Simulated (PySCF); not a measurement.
## Radial density of Sb- (antimony, charge -1)

r2SCANh, [Kr] 4d10 5s2 5p4, high-spin 3P determinant. Computed with PySCF 2.14 in aug-cc-pwCVQZ-PP with ECP28MDF (10s10p8d6f4g1h, 169 functions), with a scalar-relativistic core potential. This is the valence pseudo-density: the core potential removes the inner electrons and smooths the orbitals near the nucleus.

```csv
r (bohr),4πr²ρ (e/bohr),4πr²(ρα − ρβ)
0.00408,2.562e-05,0.0000
0.00686,6.493e-05,0.0000
0.0115,0.0001478,0.0000
0.0194,0.0003010,0.0000
0.0326,0.0005103,0.0000
0.0549,0.0008326,0.0000
0.0923,0.002788,0.0000
0.155,0.02656,0.0001
0.261,0.4052,0.0018
0.439,6.544,0.0450
0.739,24.57,0.0976
1.24,10.44,0.0483
2.09,3.148,0.7505
3.52,1.215,0.5092
5.92,0.1850,0.0599
9.95,0.01214,-0.0021
16.7,6.097e-05,0.0000
```

Energies and moments cover only the electrons outside the core potential. At r2SCANh the highest occupied level has a positive energy, so only the finite basis holds that electron; in a semilocal or global hybrid functional this comes from self-interaction and does not mean that the real anion is unbound.

**Question.** Where is the radial spin density 4πr²(ρα − ρβ) most negative, and why is it negative at all?

**Answer.** Around r = 9.95 bohr, down to -0.0021 e/bohr: exchange with the open shell polarises the paired shells in an unrestricted calculation.
